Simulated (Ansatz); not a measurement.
Computed with Ansatz on PBE0-D4/def2-TZVP structures; ΔE is electronic, products minus reactants. CBS: MP2 limit from def2 TZ/QZ plus the TZ coupled-cluster correction, frozen cores. This one scheme is used for every species. Functionals use def2-TZVPP. Each species was taken in one conformer, which may not be the lowest.

Reaction (substitution at a C–C bond): `CC1SS1` + `C[NH][AlH][SH]` → `C[N](C)[AlH][SH]` + `C1SS1`

| level | ΔE (kJ/mol) |
| --- | --- |
| B2PLYP | 44.8 |
| BHLYP | 44.1 |
| SCS-MP2/def2-TZVPP | 45.2 |
| CCSD/def2-TZVPP | 43.5 |

What does CCSD(T)/CBS give? (Best estimate.)

Ansatz gave: +46.0 kJ/mol. The listed levels differ from it by -1.2, -1.9, -0.8, -2.5 kJ/mol.

Largest T1 diagnostic among the species: 0.012.

Leaving LDA and LC-ωPBE aside and taking each functional with its dispersion term where it has one, the values, not all of them listed here, spread over 3.9 kJ/mol, from BLYP-D4 to PBE-QIDH.
